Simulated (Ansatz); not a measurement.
# A small benchmark: atomisation enthalpy at 298 K

10 molecules holding Si, Ge, B, Al, Ga, P or As; the atomisation enthalpy at 298 K in kJ/mol, computed less measured. Shapes, held fixed at every level: PBE0-D4/def2-TZVP. Thermal terms are harmonic and unscaled (PBE0-D4/def2-TZVP); the spin-orbit lowering of the free atoms is taken from their spectra. Programs: Ansatz 0.2.0. Measured values: CRC Handbook of Chemistry and Physics, NIST-JANAF tables.

Levels: A = HF/def2-SVP; B = CCSD(T)/def2-TZVPP; C = CCSD(T)/CBS estimate.

| molecule | from tabulated heats | A | B | C |
| --- | --- | --- | --- | --- |
| BCl2F (dichlorofluoroborane) | 1537 | -350 | -49 | -9 |
| BClF2 (chlorodifluoroborane) | 1736 | -390 | -47 | -5 |
| BHF2 (SMILES FBF) | 1681 | -362 | -40 | -3 |
| B(OH)O (oxoborinic acid) | 1847 | -559 | -76 | -19 |
| B(OH)F2 (difluorohydroxyborane) | 2280 | -565 | -53 | +6 |
| SiCl4 (silicon tetrachloride) | 1598 | -473 | -74 | 0 |
| SiH4 (silane) | 1288 | -289 | -14 | +14 |
| B(BCl2)Cl2 | 2115 | -477 | -85 | -26 |
| P4S3 (tetraphosphorus trisulfide) | 2248 | -1397 | -257 | -70 |
| Si(CH3)3Cl (chlorotrimethylsilane) | 5037 | -1210 | -123 | -5 |

(1) Which level does best on this set, which worst, and which err to one side?

## Answers

(1) 
| level | kind | mean error | mean absolute error | worst case |
| --- | --- | --- | --- | --- |
| HF/def2-SVP | Hartree–Fock | -607.2 | 607.2 | P4S3 |
| CCSD(T)/def2-TZVPP | coupled cluster or CI | -81.8 | 81.8 | P4S3 |
| CCSD(T)/CBS estimate | coupled cluster or CI | -11.7 | 15.7 | P4S3 |

On this set CCSD(T)/CBS estimate has the smallest mean absolute error and HF/def2-SVP the largest. HF/def2-SVP is too low in 10 of 10; CCSD(T)/def2-TZVPP is too low in 10 of 10; CCSD(T)/CBS estimate is too low in 7 of 10. The heats of Si(CH3)3Cl (chlorotrimethylsilane) come from older tables and can be uncertain by 10 kJ/mol or more. Heats of the atoms come from ATcT where it has them, that of boron, 570 kJ/mol, from recent work. The levels differ in basis as well as in method. The tabulated values of BCl2F, BClF2, BHF2, B(OH)O, B(OH)F2, B(BCl2)Cl2, P4S3 are in doubt (older tables, estimates, or at odds with other calculations) and kept here. Over the 3 molecules whose values aren't doubted the mean absolute errors are A 657.3; B 70.3; C 6.3. For HF/def2-SVP the error tends to grow with the atomisation enthalpy. Hartree–Fock lacks correlation and underbinds. Correlated wave functions converge slowly with the basis. T1 is large for P4S3 (0.022), so single-reference values are less sure there. The CBS estimate extrapolates MP2 from def2-TZVPP and def2-QZVPP and adds CCSD(T) − MP2 in the triple-zeta set, cores frozen. The set is small.
